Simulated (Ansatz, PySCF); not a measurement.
Reaction (SMILES): FC(F)(F)C(F)(F)F [1,1,1,2,2,2-hexafluoroethane] + 6 C (CH4) → CC (C2H6) [ethane] + 6 CF (CH3F)
Each molecule is optimised on its own at B3LYP-D3(BJ)/def2-TZVP (Ansatz, an electronic-structure program), one conformer each, not searched for the lowest. Frequencies are from Ansatz or PySCF.
Geometry of the first species:
```
C
F 1 1.3334
F 1 1.3334 2 109.09
F 1 1.3334 2 109.09 3 119.07
C 1 1.5541 2 109.85 4 120.47
F 5 1.3334 1 109.85 2 -180.00
F 5 1.3334 6 109.09 1 -120.47
F 5 1.3334 6 109.09 7 -119.07
```

Property: bond separation energy (enthalpy at 298 K, with B3LYP-D3(BJ) rigid-rotor harmonic-oscillator terms), in kcal/mol. Cores are frozen in the correlated levels unless marked. No spin-orbit coupling. Non-relativistic. CBS(X,Y): correlation extrapolated as X^-3; Hartree-Fock from the larger set. The bracket is a focal-point correction in the basis named.

From measured enthalpies of formation at 298 K: 70.4 kcal/mol (FC(F)(F)C(F)(F)F -322.8, ATcT 1.112; C (CH4) -17.8, ATcT 1.112; CC (C2H6) -20.0, ATcT 1.112; CF (CH3F) -56.5, ATcT 1.112). It holds spin-orbit effects, and any other conformers, which the calculations lack, and core correlation, which the frozen-core levels lack.

Question: Rank these levels by their absolute error against the measured value, smallest first: PBE/def2-TZVPD (Ansatz); RI-MP2/CBS(cc-pVTZ,cc-pVQZ)+[CCSD(T)-MP2]/cc-pVTZ (Ansatz); B2PLYP/def2-TZVPD (Ansatz); HF/6-31G (Ansatz).

Answer: RI-MP2/CBS(cc-pVTZ,cc-pVQZ)+[CCSD(T)-MP2]/cc-pVTZ (68.8 kcal/mol, error -1.6), PBE/def2-TZVPD (66.7 kcal/mol, error -3.7), B2PLYP/def2-TZVPD (64.5 kcal/mol, error -5.9), HF/6-31G (48.2 kcal/mol, error -22.2)
